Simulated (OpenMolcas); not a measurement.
Computed transition rates of Ni+

* Program: OpenMolcas 26.06
* Method: MS-CASPT2, IPEA 0.25 Eh, imaginary shift 0.1 Eh (closed shells correlated: 3s 3p)
* Basis: ANO-RCC-VTZP [6s5p3d2f1g]
* Scalar Hamiltonian: DKH2, point nucleus
* Active space: 9 electrons in 11 orbitals (3d 4s 4d)
* State averaging: 2S+1 = 2 even, 20 roots (17 in the spin-orbit step); 2S+1 = 4 even, 10 roots kept (CI in the orbitals of an earlier block)
* Spin-orbit coupling: RASSI with atomic mean-field integrals over the reference wave functions, term energies averaged over their components

Rates come from the transition moments of the reference wave functions (E1 and E2 in the length form). At fixed line strength A goes as λ^-3 for E1 and M1 and as λ^-5 for E2, so a rate at the computed wavelength can be rescaled to the measured one. Measured vacuum wavelengths follow from level energies in NIST Handbook of Basic Atomic Spectroscopic Data. Branching counts decays inside the model space alone, at computed energies, and the table is only a selection of the E2 and M1 lines, drawn from those between levels with measured partners whose computed energy lies within a factor of 1.5 of the measured one.

```json
{"Upper": "3d⁸ 4s ²F_7/2", "Lower": "3d⁸ 4s ⁴F_9/2", "Type": "M1", "λ computed (nm)": "1970", "λ measured (nm)": "1939", "A computed (s-1)": "8.16e-02", "A rescaled (s-1)": "", "Branching %": "53.3"}
{"Upper": "3d⁹ ²D_3/2", "Lower": "3d⁹ ²D_5/2", "Type": "M1", "λ computed (nm)": "6690", "λ measured (nm)": "6636", "A computed (s-1)": "5.43e-02", "A rescaled (s-1)": "5.56e-02", "Branching %": "100.0"}
{"Upper": "3d⁸ 4s ²F_7/2", "Lower": "3d⁹ ²D_5/2", "Type": "E2", "λ computed (nm)": "907.4", "λ measured (nm)": "738", "A computed (s-1)": "5.07e-02", "A rescaled (s-1)": "1.42e-01", "Branching %": "33.1"}
{"Upper": "3d⁸ 4s ²F_5/2", "Lower": "3d⁸ 4s ²F_7/2", "Type": "M1", "λ computed (nm)": "7057", "λ measured (nm)": "6920", "A computed (s-1)": "4.46e-02", "A rescaled (s-1)": "4.73e-02", "Branching %": "29.9"}
{"Upper": "3d⁸ 4s ²F_5/2", "Lower": "3d⁹ ²D_3/2", "Type": "E2", "λ computed (nm)": "913.8", "λ measured (nm)": "741.4", "A computed (s-1)": "4.13e-02", "A rescaled (s-1)": "1.17e-01", "Branching %": "27.7"}
{"Upper": "3d⁸ 4s ²F_5/2", "Lower": "3d⁸ 4s ⁴F_3/2", "Type": "M1", "λ computed (nm)": "2348", "λ measured (nm)": "2309", "A computed (s-1)": "2.76e-02", "A rescaled (s-1)": "", "Branching %": "18.6"}
{"Upper": "3d⁸ 4s ⁴F_5/2", "Lower": "3d⁸ 4s ⁴F_7/2", "Type": "M1", "λ computed (nm)": "12940", "λ measured (nm)": "12730", "A computed (s-1)": "2.64e-02", "A rescaled (s-1)": "2.77e-02", "Branching %": "99.3"}
{"Upper": "3d⁸ 4s ⁴F_7/2", "Lower": "3d⁸ 4s ⁴F_9/2", "Type": "M1", "λ computed (nm)": "10920", "λ measured (nm)": "10680", "A computed (s-1)": "2.55e-02", "A rescaled (s-1)": "2.73e-02", "Branching %": "99.3"}
{"Upper": "3d⁸ 4s ²F_5/2", "Lower": "3d⁹ ²D_5/2", "Type": "E2", "λ computed (nm)": "804", "λ measured (nm)": "666.9", "A computed (s-1)": "2.53e-02", "A rescaled (s-1)": "6.44e-02", "Branching %": "17.0"}
{"Upper": "3d⁸ 4s ²F_7/2", "Lower": "3d⁸ 4s ⁴F_5/2", "Type": "M1", "λ computed (nm)": "2952", "λ measured (nm)": "2911", "A computed (s-1)": "1.31e-02", "A rescaled (s-1)": "", "Branching %": "8.5"}
{"Upper": "3d⁸ 4s ⁴F_3/2", "Lower": "3d⁸ 4s ⁴F_5/2", "Type": "M1", "λ computed (nm)": "18300", "λ measured (nm)": "18240", "A computed (s-1)": "1.05e-02", "A rescaled (s-1)": "1.06e-02", "Branching %": "98.7"}
{"Upper": "3d⁸ 4s ²F_5/2", "Lower": "3d⁸ 4s ⁴F_5/2", "Type": "M1", "λ computed (nm)": "2081", "λ measured (nm)": "2049", "A computed (s-1)": "7.04e-03", "A rescaled (s-1)": "", "Branching %": "4.7"}
{"Upper": "3d⁸ 4s ²F_7/2", "Lower": "3d⁸ 4s ⁴F_7/2", "Type": "M1", "λ computed (nm)": "2403", "λ measured (nm)": "2369", "A computed (s-1)": "5.04e-03", "A rescaled (s-1)": "", "Branching %": "3.3"}
{"Upper": "3d⁸ 4s ²F_5/2", "Lower": "3d⁸ 4s ⁴F_7/2", "Type": "M1", "λ computed (nm)": "1793", "λ measured (nm)": "1765", "A computed (s-1)": "2.99e-03", "A rescaled (s-1)": "", "Branching %": "2.0"}
{"Upper": "3d⁸ 4s ²F_7/2", "Lower": "3d⁹ ²D_3/2", "Type": "E2", "λ computed (nm)": "1050", "λ measured (nm)": "830.3", "A computed (s-1)": "2.72e-03", "A rescaled (s-1)": "8.80e-03", "Branching %": "1.8"}
{"Upper": "3d⁸ 4s ⁴F_3/2", "Lower": "3d⁹ ²D_3/2", "Type": "M1", "λ computed (nm)": "1496", "λ measured (nm)": "1092", "A computed (s-1)": "1.15e-04", "A rescaled (s-1)": "", "Branching %": "1.1"}
```

Spin-changing lines and M1 lines between different terms are not rescaled, since their strength hangs on the term gaps too.

The largest correction is for 3d⁸ 4s ²F_7/2 → 3d⁹ ²D_3/2 (E2): 2.72e-03 × (1050 / 830.3)^5 = 8.80e-03 s-1, a factor of 3.23.

The computed rate and branching of 3d⁹ ²D_3/2 → 3d⁹ ²D_5/2 give the upper level a radiative lifetime of 1.000 / 5.43e-02 s-1 = 1.84e+01 s, counting decays inside the model space alone. The rescaled rate gives about 1.8e+01 s.

These are rates of the free ion; in crystals, glasses and complexes forced electric-dipole and non-radiative decay shorten such lifetimes by orders of magnitude. No measured rate stands beside these. Rescaling mends the energy factor alone: line strengths can still be far off where a level mixes with configurations outside the active space, and weak or spin-changing lines hang on small mixing coefficients that depend on the term gaps too, so rescaling need not improve them.

CASPT2 breaks the degeneracy within a term, and the mean is taken; among the terms shown or strongly mixed into the levels shown the widest spread is 1200 cm-1 (3d⁸ 4s ²F). Some high roots are left out of the spin-orbit mixing, which shifts the levels that they would mix with. Terms from blocks run as CI alone lack orbitals of their own. Active for correlation alone: 4d; no level in the range computed is led by a configuration that fills it, so any true level of that kind is missing. Measured partners are found by configuration, term and J. A level has none where our copy of the source lacks it or the pairing is in doubt (some pairs that miss far off the trend of their configuration count as doubtful). Only configurations of the active space appear.
